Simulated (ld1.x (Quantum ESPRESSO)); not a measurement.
What the settings do to the TM potential of hafnium (Hf)

Base potential:

hafnium (Hf), norm-conserving Troullier–Martins (Kleinman–Bylander form), made with ld1.x (Quantum ESPRESSO) 7.5 (PBE, scalar-relativistic). Core [Kr] 4d10 4f14, reference 5s2 5p6 5d2 6s2 6p0. Waves: 5s (bound): rc 1.60 bohr; 5p (bound): rc 1.20 bohr; 5d (bound): rc 2.30 bohr. Local part: the d channel. Core correction: none.

Occupied shells without a wave of their own: 6s. They enter only through the test configuration that unscreens the potential.

All-electron outer shells of the reference configuration (PBE, scalar-relativistic, ld1.x):

| shell | level (eV) | outermost node (bohr) | outermost maximum (bohr) |
| --- | --- | --- | --- |
| 4d | -206.67 | 0.23 | 0.47 |
| 5s | -67.02 | 0.55 | 1.01 |
| 5p | -35.57 | 0.60 | 1.16 |
| 4f | -16.83 | – | 0.45 |
| 6s | -5.11 | 1.37 | 2.89 |
| 5d | -2.69 | 0.67 | 1.69 |
| 6p | -1.40 | 1.66 | 4.05 |

Cutoffs, loose and tight: the cutoffs (Ry, on a coarse ladder) from which the occupation-weighted sum of valence levels, in a spherical-Bessel basis at the reference potential, stays within 10 and 1 mRy of its value at 400 Ry. They do not see the model core or the augmentation charge, which bear on the density cutoff. Test errors are all-electron minus pseudo excitation energies from the reference, over the configurations 5s2 5p6 5d2 6s1 6p0; 5s2 5p6 5d2 6s0 6p0; 5s2 5p6 5d1 6s0 6p0; 5s2 5p6 5d3 6s0 6p0; 5s2 5p6 5d2 6s0 6p2; 5s2 5p6 5d2 6s1 6p1; 5s2 5p6 5d0 6s0 6p0. A dash means not determined; rows that change the core or the reference have their own tests. The largest error is taken over the tests solved by every variant that gives reliable tests at all: 5s2 5p6 5d0 6s0 6p0; 5s2 5p6 5d1 6s0 6p0; 5s2 5p6 5d2 6s0 6p0; 5s2 5p6 5d2 6s1 6p0; 5s2 5p6 5d3 6s0 6p0.

A true bound ghost makes a file unfit for plane-wave use even where its test errors are small: the radial tests pick states by their node count and pass the ghost by. Where a test does run into it, the solver fails or the error is huge.

Cutoffs are not given where the Bessel-basis levels miss the radial ones by over 6 mRy, ghosts where they miss by over 20 mRy; a channel whose overlap is not positive is not tested.

| change | outcome | cutoff, loose | cutoff, tight | bound ghosts | largest test error (meV) |
| --- | --- | --- | --- | --- | --- |
| base | generated, misses its reference levels by 0.44 eV | 100 Ry | 120 Ry | p | +2545 |
| core [Xe] 4f14, valence charge 4; reference 5d2 6s2 6p0; waves now 6s (bound): rc 2.75 bohr; 6p (bound): rc 3.15 bohr; 5d (bound): rc 2.15 bohr; local potential all-electron potential smoothed inside 2.75 bohr (lloc = -2); core correction Bessel-smoothed model core, default radius (core density twice the valence density) | generated | 21 Ry | 30 Ry | none | -259 |
| wave 5s (bound): rc 1.60 bohr becomes 5s (bound): rc 1.32 bohr | failed: the pseudo-atom did not reach self-consistency | – | – | – | – |
| local potential the s channel | generated, misses its reference levels by 0.61 eV | 100 Ry | 120 Ry | none | -3614 |
| wave 5p (bound): rc 1.20 bohr becomes 5p (bound): rc 1.76 bohr | generated, misses its reference levels by 0.44 eV | 60 Ry | 90 Ry | p | +2552 |
| wave 5d (bound): rc 2.30 bohr becomes 5d (bound): rc 2.44 bohr | generated, misses its reference levels by 0.50 eV | 100 Ry | 120 Ry | none | +2820 |
| type TM semilocal | generated, misses its reference levels by 0.61 eV | 100 Ry | 140 Ry | none | -3617 |
| functional LDA (PZ) | generated, misses its reference levels by 0.45 eV | 100 Ry | 120 Ry | p | +2591 |
| fully relativistic | generated, misses its reference levels by 0.44 eV | 100 Ry | 140 Ry | p3/2 | +2473 |
| wave 5d (bound): rc 2.30 bohr becomes 5d (bound): rc 1.80 bohr | generated, misses its reference levels by 0.44 eV | 100 Ry | 120 Ry | p | +2579 |
| wave 5d (bound): rc 2.30 bohr becomes 5d (bound): rc 1.58 bohr | generated, misses its reference levels by 0.49 eV | – | – | not determined | +2809 |

(1) What comes out with this change to the base: all radii scaled by about 0.76 (s 1.22, p 0.92, d 1.74 bohr)?

Answers

(1) outcome: failed: run_pseudo: Errors in PS-KS equation. Cause: the pseudo-atom solver did not find the valence states with the expected number of nodes, which is the usual sign of a ghost state.
